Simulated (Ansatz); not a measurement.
Reaction (cleavage of the B–Si bond): `B[SiH2]CC` + `B1N[SiH2]1` → `BN1B[SiH2]1` + `CC[SiH3]`

Gas-phase electronic energies from Ansatz, PBE0-D4/def2-TZVP geometries. CCSD(T)/CBS is the MP2 limit (def2-TZVPP, def2-QZVPP) plus CCSD(T) − MP2 in def2-TZVPP, frozen cores. Functionals use def2-TZVPP. Each species was taken in one conformer, which may not be the lowest.

`B[SiH2]CC`:

```xyz
13

B     1.320   -0.359   -2.224
Si    0.245   -0.744   -0.571
C    -0.148    0.739    0.519
C    -1.013    0.404    1.729
H     1.784   -1.260   -2.861
H     1.496    0.748   -2.644
H     0.911   -1.802    0.247
H    -1.036   -1.345   -1.067
H     0.799    1.186    0.840
H    -0.638    1.494   -0.106
H    -0.528   -0.335    2.373
H    -1.977   -0.014    1.426
H    -1.215    1.288    2.339
```

`B1N[SiH2]1`:

Z-matrix (Å, degrees):
```
Si
N 1 1.756
B 1 1.929 2 43.6
H 1 1.486 2 115.1 3 115.6
H 1 1.486 2 115.1 3 -115.6
H 2 1.009 1 147.6 3 -180.0
H 3 1.187 1 162.0 2 180.0
```

`BN1B[SiH2]1`:

Cartesian coordinates in Å:
```
B -0.856 0.750 -1.152
N -0.061 0.202 -0.108
B 0.834 0.670 0.868
Si 0.491 -1.225 0.805
H -1.533 0.030 -1.827
H -0.830 1.934 -1.334
H 1.251 1.740 1.169
H -0.577 -1.909 1.573
H 1.281 -2.193 0.006
```

`CC[SiH3]`:

```xyz
11

C    -0.344    1.165   -0.737
C     0.083    0.454    0.544
Si    0.271   -1.401    0.339
H    -0.445    2.242   -0.585
H    -1.307    0.793   -1.098
H     0.383    1.013   -1.539
H    -0.644    0.636    1.343
H     1.036    0.855    0.905
H     1.296   -1.707   -0.697
H    -1.017   -2.009   -0.094
H     0.688   -2.041    1.617
```

| level | ΔE (kJ/mol) | difference from CCSD(T)/CBS |
| --- | --- | --- |
| r2SCAN-D4 | -112.6 | 1.5 |
| PBE0-D4 | -109.3 | 4.8 |
| r2SCAN0-D4 | -114.8 | -0.7 |
| BHLYP-D4 | -124.0 | -9.9 |
| CAM-B3LYP-D4 | -121.0 | -6.9 |
| PBE | -105.3 | 8.8 |
| BLYP | -115.9 | -1.8 |
| PBE0 | -108.7 | 5.4 |
| r2SCANh | -113.4 | 0.7 |
| r2SCAN0 | -114.6 | -0.5 |
| HF/def2-SVP | -134.2 | -20.1 |
| MP2/def2-SVP | -130.4 | -16.3 |
| CCSD/def2-SVP | -122.6 | -8.5 |
| SCS-MP2/def2-TZVPP | -123.0 | -8.9 |
| CCSD/def2-TZVPP | -115.5 | -1.4 |
| CCSD/CBS(def2) | -114.4 | -0.3 |
| CCSD(T)/CBS | -114.1 | 0 |

Largest T1 diagnostic among the species: 0.014.

From PBE to PBE0 (25 % exact exchange), in def2-TZVPP and without D4, ΔE moves by −3.4 kJ/mol. In def2-TZVPP, CCSD(T) changes the Hartree–Fock value by +14.3 kJ/mol (the triples alone add +0.4 kJ/mol) and MP2 by +6.5 kJ/mol.

CCSD(T)/CBS has its own doubt, a few kJ/mol and more with outer-core shells, so smaller differences from it don't rank the levels.
